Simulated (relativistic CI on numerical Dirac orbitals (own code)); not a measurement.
**Sensitivity of the levels of Os+ to α and to the nuclear radius**

These numbers are calculated, not measured: Dirac-Coulomb-Breit CI, separate exchange-only KLI orbitals for each configuration, valence Slater integrals scaled by 0.85, P86 correlation energy added to each configuration, derivatives by finite differences, QED left out (own radial code, finite nucleus).

CI space (outside the closed core [Xe] 4f14): 5d⁶6s, 5d⁵6s², 5d⁵6s6p, 5d⁷, 5d⁶6d, 5d⁶7s. Levels of other configurations are missing.

With x = (α/α₀)² − 1 an excitation energy changes as ω = ω₀ + qx; K = 2q/ω₀ is the relative enhancement. Terms are leading LS components, so labels can repeat. The field-shift factor is F = δν/δ⟨r²⟩ for the transition from the lowest level.

Lowest level 5d⁶6s ⁶D9/2.

```tsv
Level	ω₀ (cm⁻¹)	q (cm⁻¹)	K	F (GHz/fm²)
5d⁶6s ⁶D7/2	3272.0	2794	1.71	1.37
5d⁶6s ⁶D5/2	3903.7	1345	0.689	1.08
5d⁶6s ⁶D3/2	5247.5	3685	1.4	0.453
5d⁶6s ⁶D1/2	6141.5	4341	1.41	1.79
5d⁷ ⁴F9/2	6367.1	24950	7.84	-38.8
5d⁷ ⁴P5/2	8807.7	5922	1.34	-5.45
5d⁷ ⁴F7/2	10156.8	25600	5.04	-33.1
5d⁷ ⁴F3/2	10475.4	17060	3.26	-25.3
5d⁷ ⁴F5/2	11593.7	21200	3.66	-24.9
5d⁷ ⁴P3/2	12303.5	16140	2.62	-17.1
5d⁷ ⁴P1/2	14593.2	15390	2.11	-13.1
5d⁶6s ⁴D7/2	14977.6	3209	0.428	-8.32
5d⁷ ²G9/2	16026.0	7083	0.884	-11.1
```

Correlation outside the listed configurations is missing or only estimated: errors of thousands of cm⁻¹ between configurations and terms are usual at this charge. Rates and lifetimes follow the computed energies and can be off by large factors. The fine structure of a lone outer electron comes out too small, for d and f at times inverted, and misplaced configurations move strength between like terms.
